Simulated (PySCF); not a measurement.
C5H10BNSSi.
Bonds: Si1–S2, S2–B3, B3–N4, N4–C5 (aromatic), C5–C6 (aromatic), C6–C7 (aromatic), C7–C8 (aromatic), C8–C9 (aromatic), N4–C9 (aromatic). Hydrogens: H10, H11, H12 on Si1; H13, H14 on B3; H15 on C5; H16 on C6; H17 on C7; H18 on C8; H19 on C9.

The calculation used PBE0-D3(BJ)/def2-SVP geometry optimisation, gas phase (PySCF).

List the bond lengths, angles and torsions at this level.

```csv
bond,length (bohr),order
Si1–S2,4.020,single
S2–B3,3.609,single
B3–N4,3.057,single
"N4–C5, N4–C9",2.531,aromatic
"C5–C6, C8–C9",2.621,aromatic
"C6–C7, C7–C8",2.632,aromatic
"Si1–H10, Si1–H11, Si1–H12",2.830,single
"B3–H13, B3–H14",2.306,single
"C5–H15, C9–H19",2.066,single
"C6–H16, C8–H18",2.062,single
C7–H17,2.064,single
```

Bonds in one row agree within 0.02 bohr and their mean is given. Orders are formal, as drawn. A selection of angles:
```csv
angle,degrees
Si1–S2–B3,97.1
S2–B3–N4,111.1
B3–N4–C5,122.9
B3–N4–C9,117.3
C5–N4–C9,119.8
N4–C5–C6,121.6
C5–C6–C7,119.2
C6–C7–C8,118.7
```

Torsions: Si1–S2–B3–N4 81° (synclinal); S2–B3–N4–C5 19° (synperiplanar). The mirror-image conformer, all signs reversed, is as good.

Of the pairs four or more bonds apart, S2···H15 is among the closest relative to their van der Waals radii: 2.53 Å, 84 % of the sum of Bondi's values. Si1 (SiH3 silicon) is tetrahedral (angles from 107.3° to 112.2°). B3 (four-coordinate boron) is distorted tetrahedral (angles from 105.1° to 113.2°). N4 (nitrogen bonded to B and 2 C) is planar (angles 122.9°, 119.8° and 117.3°, sum 360.0°, 0.02 Å off the plane of its three neighbours). The 6-membered ring N4–C5–C6–C7–C8–C9 has internal angles of 118.7° to 121.9° (sum 720°, against 720° for a flat polygon); it is planar, 0.00 Å rms from its mean plane, widest ring torsion 1°.

Point group: C1 (no symmetry element, even within 0.4 Å). No PBE0-D3(BJ)/def2-SVP frequencies stand behind this structure, so it isn't proved a minimum. The numbers are those of one conformer.

Hardware: one thread of an Arm Neoverse N1, shared host with 64 logical CPUs at a one-minute load of 61. Cost: 8.8 min of wall time, 0.90 GiB resident at most. This is the geometry optimisation.
